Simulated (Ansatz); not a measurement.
Ideal-gas functions of C2H5BBr, SMILES `CC[B]Br` radical at 500 K and 1 bar, from an Ansatz frequency run at PBE0-D4/def2-TZVP.

Molar mass 119.78 g/mol, point group Cs (symmetry number 1), electronic degeneracy 2, moments of inertia 12.952, 329.349, 336.143 u Å². Harmonic wavenumbers (cm⁻¹, unscaled): 40, 187, 209, 296, 535, 694, 926, 955, 1015, 1086, 1246, 1309, 1393, 1409, 1493, 1495, 3002, 3036, 3055, 3127, 3132.

Use S(trans) = R[1.5 ln M + 2.5 ln T − 1.1517]; rotational temperatures θ = 24.2544 K / I; S(rot) = R[ln(√π/σ · √(T³/θAθBθC)) + 1.5]; for each mode x = 1.438777 ν̃/T, S = R[x/(eˣ − 1) − ln(1 − e⁻ˣ)] and H = RT x/(eˣ − 1); 1 cm⁻¹ = 0.0119627 kJ/mol; R = 8.31446 J/(mol·K).

Task: By hand: the entropy, in J/(mol·K).

Result: Translation 179.3. Rotation: θ = 1.8726, 0.0736, 0.0722 K, giving 113.9. Vibration, mode by mode: 26.29, 13.57, 12.67, 9.90, 5.50, 3.82, 2.26, 2.11, 1.84, 1.57, 1.08, 0.94, 0.77, 0.74, 0.61, 0.60, 0.01, 0.01, 0.01, 0.01, 0.01, in all 84.3. Electronic 5.8. Sum 383.3 J/(mol·K).

Task: By hand: H − E and G − E in kJ/mol, counted from the electronic energy.

Result: Zero-point energy ½ × 29640 × 0.0119627 = 177.3; thermal vibration 20.6; translation, rotation and pV give 4 RT = 16.6. H − E = 214.5 kJ/mol, and G − E = 214.5 − 500 × 383.3/1000 = 22.8 kJ/mol.

Vibration gives 22 % of the entropy, 26.3 J/(mol·K) of it from the mode under 150 cm⁻¹: soft modes count most, and the harmonic formula is weakest for them. The sum counts one conformer and one mirror image; others add a mixing term.
